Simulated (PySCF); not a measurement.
CH3BClI, SMILES CB(Cl)I.

Geometry: PBE-D3(BJ)/def2-SVP. The def2 effective core potentials stand for the cores of I; spin–orbit coupling is left out.

Calculation: PBE/def2-TZVP (PySCF).

```json
{
 "total_energy": "-822.48410 hartree",
 "highest_occupied_level": "-6.46 eV",
 "lowest_empty_level": "-2.53 eV",
 "orbital_gap": "3.93 eV",
 "dipole_moment": "1.34 D",
 "quadrupole, principal values (traceless, Buckingham form, about the centre of nuclear charge)": "-2.75, -0.70, 3.46 D·Å",
 "mean_static_polarisability": "73.2 bohr³ (10.85 Å³)",
 "polarisability_principal_values": "53.4, 71.0, 95.3 bohr³"
}
```
